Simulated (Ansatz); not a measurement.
A nudged elastic band was laid between two geometries of BF2H + ClH (6 atoms, charge 0, multiplicity 1).

These are results of RKS PBE0-D4/def2-SVPD (Ansatz 0.2.0), not measurements.

```yaml
movable_images: 7
climbing_image: yes
spring: 5.0 eV/Å²
optimiser: quadratic models (default)
start_path: through a guess of the saddle point
force_threshold: 0.03 eV/Å
iteration_limit: 60
end_points: relaxed
```

Image 0:

```xyz
6
Properties=species:S:1:pos:R:3
B -0.010 -0.357 -0.079
F 0.005 -0.682 1.204
F 1.148 -0.305 -0.706
H -1.042 -0.179 -0.658
Cl 0.040 2.592 0.910
H 0.119 2.045 2.075
```

Image 8:

```xyz
6
Properties=species:S:1:pos:R:3
B 0.008 0.460 -0.411
F 0.019 -0.091 2.064
F 1.148 -0.144 -0.649
H -1.043 -0.098 -0.535
Cl 0.054 2.191 -0.041
H 0.074 0.796 2.318
```

(1) Which bonds break or form, and what moves?

(2) Give the energies along the band, and the barrier.

(3) What is the geometry of the highest image?

(4) What are the harmonic wavenumbers there?

## Answers

(1) Bonds broken: B1–F2, Cl5–H6. Bonds formed: B1–Cl5, F2–H6. BF2H + ClH becomes BClFH + FH.

(2) The forces met the threshold. The highest image is number 5 of 0 to 8, 1.05 eV above the first end and 0.53 eV above the last; the last end lies 0.53 eV above the first. A vibrational analysis at the climbing image gives one clearly imaginary mode, 899i cm⁻¹: a first-order saddle point. The orbitals stay closed-shell, which can raise the energy where a bond breaks towards radicals; this wasn't checked here.

```csv
image,path coordinate (Å),energy (eV),B1–F2 (Å),Cl5–H6 (Å),B1–Cl5 (Å)
0,0.00,0.00,1.32,1.29,3.11
1,0.33,0.01,1.33,1.29,3.03
2,0.66,0.06,1.33,1.29,2.83
3,0.99,0.23,1.35,1.30,2.56
4,1.32,0.66,1.41,1.36,2.25
5,1.65,1.05,1.55,1.56,2.04
6,2.06,0.75,1.84,1.96,1.87
7,2.47,0.57,2.23,2.33,1.79
8,2.88,0.53,2.54,2.74,1.77
```

(3) 
```xyz
6
Properties=species:S:1:pos:R:3
B 0.007 0.205 0.020
F 0.035 -0.107 1.541
F 1.159 -0.155 -0.523
H -1.053 -0.058 -0.466
Cl 0.050 2.178 0.547
H 0.061 1.051 1.628
```

(4) 899i, 265, 400, 487, 580, 768, 830, 1046, 1088, 1259, 1632, 2716 cm⁻¹.

Time of the run: 4.2 min on 2 threads of Arm Neoverse V2, on a shared host, peak memory 0.23 GiB.
